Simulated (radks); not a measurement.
Results of a calculation; reference values are marked as such.
Neutral ruthenium inside a hard spherical wall (all orbitals vanish at R), configuration held at [Kr] 4d7 5s1 and not refilled when levels cross. Code: a radial shooting solver on a logarithmic mesh with Libxc functionals. Model: scalar-relativistic Kohn-Sham, LDA (Slater exchange, Perdew-Wang correlation), spin-polarised, spherical densities, finite nucleus; open shells are filled with parallel spins first (spin-orbit coupling, left out, can overturn this in heavy ions); Fermi nuclear charge, rms radius 4.4809 fm. Eigenvalues in eV for spin up, with the zero of energy where the potential of the charges vanishes at infinity; a dash marks a level that is unbound or too diffuse for the functional's potential to be trusted. A positive occupied level is held by the wall or, in an anion where self-interaction has pushed it up, behind a barrier. The pressure on the wall is -dE/dV.

[
 {"R (bohr)": "free", "E (hartree)": "-4526.26763", "kinetic (hartree)": "4679.097", "e(4s)": "-77.042", "e(4p)": "-47.180", "e(4d)": "-6.089", "e(5s)": "-4.967", "e(5p, empty)": "-1.271", "e(6s, empty)": "-0.011", "pressure (GPa)": "0"},
 {"R (bohr)": "20", "E (hartree)": "-4526.26763", "kinetic (hartree)": "4679.097", "e(4s)": "-77.042", "e(4p)": "-47.180", "e(4d)": "-6.089", "e(5s)": "-4.967", "e(5p, empty)": "-1.270", "e(6s, empty)": "0.147", "pressure (GPa)": "< 0.0001"},
 {"R (bohr)": "12", "E (hartree)": "-4526.26761", "kinetic (hartree)": "4679.098", "e(4s)": "-77.039", "e(4p)": "-47.177", "e(4d)": "-6.086", "e(5s)": "-4.964", "e(5p, empty)": "-1.236", "e(6s, empty)": "0.998", "pressure (GPa)": "0.000490"},
 {"R (bohr)": "10", "E (hartree)": "-4526.26736", "kinetic (hartree)": "4679.100", "e(4s)": "-77.018", "e(4p)": "-47.156", "e(4d)": "-6.066", "e(5s)": "-4.945", "e(5p, empty)": "-1.139", "e(6s, empty)": "1.985", "pressure (GPa)": "0.00755"},
 {"R (bohr)": "8", "E (hartree)": "-4526.26477", "kinetic (hartree)": "4679.121", "e(4s)": "-76.878", "e(4p)": "-47.018", "e(4d)": "-5.938", "e(5s)": "-4.808", "e(5p, empty)": "-0.742", "e(6s, empty)": "4.539", "pressure (GPa)": "0.123"},
 {"R (bohr)": "7", "E (hartree)": "-4526.25839", "kinetic (hartree)": "4679.164", "e(4s)": "-76.634", "e(4p)": "-46.776", "e(4d)": "-5.718", "e(5s)": "-4.548", "e(5p, empty)": "-0.184", "e(6s, empty)": "7.331", "pressure (GPa)": "0.519"},
 {"R (bohr)": "5", "E (hartree)": "-4526.16419", "kinetic (hartree)": "4679.647", "e(4s)": "-74.604", "e(4p)": "-44.797", "e(4d)": "-3.915", "e(5s)": "-2.032", "e(5p, empty)": "3.911", "e(6s, empty)": "23.049", "pressure (GPa)": "12.2"},
 {"R (bohr)": "4", "E (hartree)": "-4525.87992", "kinetic (hartree)": "4680.862", "e(4s)": "-70.983", "e(4p)": "-41.322", "e(4d)": "-0.593", "e(5s)": "3.486", "e(5p, empty)": "11.603", "e(6s, empty)": "47.215", "pressure (GPa)": "78.9"},
 {"R (bohr)": "2.5", "E (hartree)": "-4521.95955", "kinetic (hartree)": "4695.626", "e(4s)": "-50.130", "e(4p)": "-20.945", "e(4d)": "22.573", "e(5s)": "53.905", "e(5p, empty)": "72.345", "e(6s, empty)": "196.66", "pressure (GPa)": "3120"},
 {"R (bohr)": "2", "E (hartree)": "-4513.86940", "kinetic (hartree)": "4724.073", "e(4s)": "-25.930", "e(4p)": "4.737", "e(4d)": "53.729", "e(5s)": "130.59", "e(5p, empty)": "156.37", "e(6s, empty)": "375.18", "pressure (GPa)": "16800"}
]
